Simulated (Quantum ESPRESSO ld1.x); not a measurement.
Tc XIX, configuration [Ar] 3d7. All-electron calculation, Dirac Kohn-Sham, PW91, spin-unpolarised, spherical densities, point nucleus; open shells fill j = l - 1/2 first. Program: ld1.x of Quantum ESPRESSO 7.5.

Normalised radial functions P(r) = r R(r) (large component), r in bohr:

| r | 3p3/2 |
|---|---|
| 0.004001 | 0.0151 |
| 0.004511 | 0.0189 |
| 0.005086 | 0.0237 |
| 0.005781 | 0.0300 |
| 0.006518 | 0.0375 |
| 0.007349 | 0.0466 |
| 0.008352 | 0.0588 |
| 0.009417 | 0.0728 |
| 0.0107 | 0.0911 |
| 0.01207 | 0.1122 |
| 0.01361 | 0.1375 |
| 0.01546 | 0.1701 |
| 0.01744 | 0.2065 |
| 0.01966 | 0.2494 |
| 0.02234 | 0.3029 |
| 0.02519 | 0.3608 |
| 0.0284 | 0.4262 |
| 0.03228 | 0.5039 |
| 0.0364 | 0.5830 |
| 0.04137 | 0.6719 |
| 0.04664 | 0.7561 |
| 0.05259 | 0.8366 |
| 0.05977 | 0.9117 |
| 0.06739 | 0.9640 |
| 0.07599 | 0.9896 |
| 0.08636 | 0.9764 |
| 0.09737 | 0.9156 |
| 0.1107 | 0.7894 |
| 0.1248 | 0.6076 |
| 0.1407 | 0.3637 |
| 0.1599 | 0.0419 |
| 0.1803 | -0.3029 |
| 0.2033 | -0.6670 |
| 0.231 | -1.0442 |
| 0.2605 | -1.3532 |
| 0.2937 | -1.5868 |
| 0.3338 | -1.7248 |
| 0.3764 | -1.7366 |
| 0.4278 | -1.6276 |
| 0.4823 | -1.4313 |
| 0.5438 | -1.1762 |
| 0.618 | -0.8808 |
| 0.6968 | -0.6193 |
| 0.7857 | -0.3998 |
| 0.893 | -0.2260 |
| 1.007 | -0.1186 |
| 1.135 | -0.0550 |
| 1.29 | -0.0208 |
| 1.455 | -0.0071 |
| 1.653 | -0.0019 |
| 1.864 | -0.0004 |
| 2.102 | -0.0001 |
| 2.389 | 0.0000 |
| 2.693 | 0.0000 |

3p3/2: eigenvalue -901.22 eV, 1 radial node at r = 0.162 bohr, <r> = 0.399 bohr, 90 % of the charge inside 0.597 bohr.
